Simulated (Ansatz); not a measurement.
Mulliken charges of CH$_{5}$NOSi (`NC(=O)[SiH3]`) from B3LYP/def2-TZVPP in Ansatz (PBE0-D4/def2-TZVP geometry).

```tsv
atom	x (Å)	y (Å)	z (Å)	charge (e)
N1	0.484	1.354	-0.602	-0.247
C2	0.585	0.007	-0.516	0.179
O3	1.396	-0.635	-1.155	-0.345
Si4	-0.603	-0.936	0.666	0.253
H5	1.105	1.854	-1.220	0.166
H6	-0.192	1.868	-0.067	0.168
H7	-1.384	-1.892	-0.153	-0.048
H8	0.229	-1.658	1.657	-0.048
H9	-1.531	-0.008	1.373	-0.079
```

Task: By hand: the dipole of these point charges (1 e Å = 4.8032 D).

Result: Σ q r = (-0.321, 0.442, 0.229) e Å, of length 0.592 e Å = 2.84 D.

Task: How does the dipole of the full density compare? (An estimate is asked.)

Result: Ansatz gave: (-0.370, 0.592, 0.252) e Å, 3.56 D; the point charges give 0.80 times that, at 5° from its direction.

Point charges leave out the atoms' own dipoles, such as those of lone pairs, and Mulliken's split depends on the basis, so the two needn't agree.

B3LYP here is the variant with VWN-RPA as its local correlation; programs differ in this.
